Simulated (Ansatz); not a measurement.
Stepwise reaction of `[Cl][Ge]([Cl])([Br])[Br]` with hydrogen chloride, as a gas-phase model of exchange steps in deposition or etching. ΔE in kJ/mol; ΔG adds harmonic PBE0-D4 terms to CCSD(T)/CBS, at 1 bar.

Calculated with Ansatz (gas phase, PBE0-D4/def2-TZVP geometries, no zero-point term in ΔE). CBS: MP2 limit from def2 TZ/QZ plus the TZ coupled-cluster correction, frozen cores. This one scheme is used for every species. Functionals use def2-TZVPP. B3LYP here is the variant with VWN-RPA as its local correlation; programs differ in this. For Br, Ge outer-core shells are correlated without core-valence functions, which leaves a few kJ/mol of doubt a bond. Scalar relativity is left out up to krypton.

```
step                                                             reaction  PBE-D4  B3LYP-D4  ωB97M-V  CCSD(T)/CBS  ΔG(500 K)
   1  `[Cl][Ge]([Cl])([Br])[Br]` + HCl → `[Cl][Ge]([Cl])([Cl])[Br]` + HBr     8.9       8.5      6.7          9.1        9.4
   2  `[Cl][Ge]([Cl])([Cl])[Br]` + HCl → `[Cl][Ge]([Cl])([Cl])[Cl]` + HBr     8.6       8.1      6.4          9.0       13.4
```

Task: By hand: ΔE of the 2 steps together at CCSD(T)/CBS.

Result: (9.1) + (9.0) = 18.1 kJ/mol, or 9.1 kJ/mol a step.

In ΔE the steps differ by no more than 0.1 kJ/mol. All are uphill at CCSD(T)/CBS. ΔG lies between 9.4 and 13.4 kJ/mol a step. PBE-D4 differs from CCSD(T)/CBS by -0.4 to -0.2 kJ/mol a step. Only this route is followed, and other bonds may react first. Isolated molecules leave out the surface, adducts and barriers. Largest T1 diagnostic: 0.009.
